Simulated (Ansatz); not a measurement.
System: (1-chloro-2-methylprop-1-enyl)silane, C4H9ClSi, net charge 0, singlet state. 
Coordinates optimised at B3LYP-D3(BJ)/def2-TZVP (Ansatz, a quantum-chemistry and plane-wave program):
```
C
C 1 1.3377
C 1 1.4983 2 125.20
H 3 1.0857 1 112.64 2 -0.74
H 3 1.0939 4 108.73 1 122.15
H 3 1.0940 4 108.68 5 115.72
C 1 1.5044 2 120.37 3 179.86
H 7 1.0886 1 113.60 2 0.07
H 7 1.0937 8 107.84 1 -122.46
H 7 1.0937 8 107.84 9 -115.16
Cl 2 1.7722 1 120.40 3 -0.21
Si 2 1.8777 1 126.25 3 -179.98
H 12 1.4756 2 108.98 1 -177.79
H 12 1.4827 13 109.40 2 -121.04
H 12 1.4828 13 109.40 14 -117.94
```

Basis-set convergence of Hartree-Fock and CCSD correlation energies (hartree) with Ansatz. Valence correlation only, unless marked. No spin-orbit coupling. Non-relativistic.

```json
[
 {"basis": "cc-pV(D+d)Z", "functions": "147", "E(HF)": "-905.14390", "E(corr, CCSD)": "-0.87537"},
 {"basis": "cc-pV(T+d)Z", "functions": "324", "E(HF)": "-905.21376", "E(corr, CCSD)": "-1.06141"},
 {"basis": "cc-pV(Q+d)Z", "functions": "618", "E(HF)": "-905.23079", "E(corr, CCSD)": "-1.12058"}
]
```

Extrapolating the two largest sets (X = 3 and 4) as X^-3: E(corr) = (64·(-1.12058) - 27·(-1.06141))/37 = -1.1638 Eh, an estimate of the basis-set limit. The largest set recovers 96.3 % of it, the smallest 75.2 %.
